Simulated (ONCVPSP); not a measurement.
## magnesium, ONCV: configuration errors across variants

```
Element                 : Mg
Generator               : ONCVPSP 4.0.1
Type                    : optimised norm-conserving Vanderbilt (ONCV)
Functional              : PBE
Relativity              : scalar-relativistic
Frozen core             : [He]
Valence charge          : 10
Reference configuration : 2s2 2p6 3s2
Partial waves           : 2s+3s: rc 1.10 bohr, ncon 4, nbas 7, qcut 9.4 1/bohr, 2 projectors; 2p: rc 1.30 bohr, ncon 3, nbas 6, qcut 11.6 1/bohr, 2 projectors, debl 0.8 Ha; d scattering state at 0.11 Ha: rc 1.35 bohr, ncon 4, nbas 8, qcut 7.7 1/bohr, 2 projectors, debl 1 Ha
Local potential         : polynomial inside 0.80 bohr (lpopt 1, dvloc0 1 Ha)
Core correction         : none
```

In the p channel the program set the typed energies aside and used -1.713, 0.250 Ha.

All-electron excitation energies from the reference (eV): (1) 2s2 2p6 3s1 7.960; (2) 2s2 2p6 3s0 22.985; (3) 2s2 2p6 3s1.5 3.144; (4) 2s2 2p5 3s2 58.542.

1 further variants failed, have other tests or too few solved ones, and are left out.

Errors AE − PS in meV (a dash: test not solved or not reliable):

```tsv
change	(1)	(2)	(3)	(4)	bound ghosts	GHOST(+) flags above zero
base	-0.3	-1.9	-0.1	+422	none	none
d: qcut 4.7	-0.3	-1.9	-0.1	+422	none	d
d: ncon 5, nbas 9	-0.3	-1.9	-0.1	+422	none	none
local potential polynomial inside 0.80 bohr (lpopt 1, dvloc0 -0.5 Ha)	-0.2	-1.9	0.0	+419	none	none
d: nbas 7	-0.3	-1.9	-0.1	+422	none	none
p: debl 1.8	-0.3	-1.9	-0.1	+422	none	none
```

(1) Give the same row for: s: nproj 4.

## Answers

(1) -0.2, -1.8, 0.0, +419; bound ghosts: none; GHOST(+) flags above zero: none.
